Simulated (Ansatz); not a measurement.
Computed with Ansatz on PBE0-D4/def2-TZVP structures; ΔE is electronic, products minus reactants. CBS: MP2 limit from def2 TZ/QZ plus the TZ coupled-cluster correction, frozen cores. This one scheme is used for every species. Functionals use def2-TZVPP. B3LYP here is the variant with VWN-RPA as its local correlation; programs differ in this. One conformer a species, not always the lowest.

Reaction (ligand exchange at the Si–N bond): `N[SiH](O)N[SiH3]` + H–F → `O[SiH](F)N[SiH3]` + NH₃

CCSD(T)/CBS gives -89.8 kJ/mol.

(1) Another level gave -93.3 kJ/mol. Which?
A. B3LYP/def2-TZVPP
B. ωB97X-V/def2-TZVPP
C. HF/def2-TZVPP
D. PBE0-D4/def2-TZVPP

Largest T1 diagnostic among the species: 0.011.

Results:

(1) B. ωB97X-V -93.3, B3LYP -100.0, HF/def2-TZVPP -107.1, PBE0-D4 -86.4 kJ/mol.

The D4 term adds +7.3 kJ/mol with B3LYP and +4.0 kJ/mol with PBE0; it sums over pairs of atoms, weighted by their polarisabilities, and B3LYP, whose exchange is more repulsive, gets the larger term. In def2-TZVPP, CCSD(T) changes the Hartree–Fock value by +16.6 kJ/mol (the triples alone add +2.3 kJ/mol) and MP2 by +19.2 kJ/mol.

CCSD(T)/CBS has its own doubt, a few kJ/mol and more with outer-core shells, so smaller differences from it don't rank the levels.
